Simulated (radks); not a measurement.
Results of a calculation; reference values are marked as such.
Q: The mean radii <r> (bohr) of the occupied orbitals of an atom or ion are listed with their occupations. Level of theory: scalar-relativistic Kohn-Sham, PBE, spin-polarised, spherical densities, point nucleus (a radial shooting solver on a logarithmic mesh with Libxc functionals).

| orbital | occ. | <r> |
|---|---|---|
| 1s | 2 | 0.2701 |
| 2s | 2 | 1.361 |

Name the element and its charge. Open shells, if any, are filled with parallel spins first.

A: Z = 6, carbon, charge +2: C2+ in [He] 2s2. The 1s radius gives Z: for a bare nucleus <r> = (2 gamma + 1)/(2Z) with gamma = sqrt(1 - (Z/c)^2), 0.2498 bohr for Z = 6, and screening makes it slightly larger (0.2701 here). The occupations add up to 4, and the charge is Z minus that.
